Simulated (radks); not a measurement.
Results of a calculation; reference values are marked as such.
Question: K11+, configuration [He] 2s2 2p4. Level of theory: non-relativistic Kohn-Sham, LB94 model potential, spin-polarised, spherical densities, point nucleus; open shells are filled with parallel spins first (a radial shooting solver on a logarithmic mesh with Libxc functionals). Some entries of the table are withheld. Estimate them.

| orbital | occ. | eigenvalue (hartree) | <r> (bohr) | r(max) (bohr) |
|---|---|---|---|---|
| 1s down | 1 | -145.0564 | 0.08108 | 0.05351 |
| 1s up | 1 | -144.9628 | 0.08115 | 0.05350 |
| 2s up | 1 | (1) | (2) | 0.3106 |
| 2s down | 1 | (3) | (4) | 0.3115 |
| 2p up | 3 | -23.23513 | (5) | 0.2502 |
| 2p down | 1 | -22.85247 | (6) | 0.2499 |

Answer: 
(1) 2s up eigenvalue (hartree): -25.44233
(2) 2s up <r> (bohr): 0.3697
(3) 2s down eigenvalue (hartree): -25.04642
(4) 2s down <r> (bohr): 0.3716
(5) 2p up <r> (bohr): 0.3247
(6) 2p down <r> (bohr): 0.3258
